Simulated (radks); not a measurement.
Task: Sm V, 58 electrons, occupied as [Kr] 4d10 4f5 5s1 5p6 (not the ground configuration). All-electron calculation, scalar-relativistic Kohn-Sham, PBE, spin-unpolarised, spherical densities, point nucleus. Program: a radial shooting solver on a logarithmic mesh with Libxc functionals. Some entries of the table are withheld. Estimate them.

orbital  occ.  eigenvalue (hartree)  <1/r> (bohr^-1)
1s          2             -1717.227            68.83
2s          2             -282.0879            15.93
2p          6                   (1)            14.95
3s          2                   (2)            5.829
3p          6             -53.73175            5.494
3d         10             -40.92440            5.214
4s          2             -13.96423            2.450
4p          6                   (3)              (4)
4d         10              -6.47735            1.984
5s          1              -3.15318              (5)
5p          6              -2.35128           0.8495
4f          5              -1.77160            1.464

Result: 
(1) 2p eigenvalue (hartree): -251.8055
(2) 3s eigenvalue (hartree): -63.19653
(3) 4p eigenvalue (hartree): -10.84926
(4) 4p <1/r> (bohr^-1): 2.256
(5) 5s <1/r> (bohr^-1): 0.9787
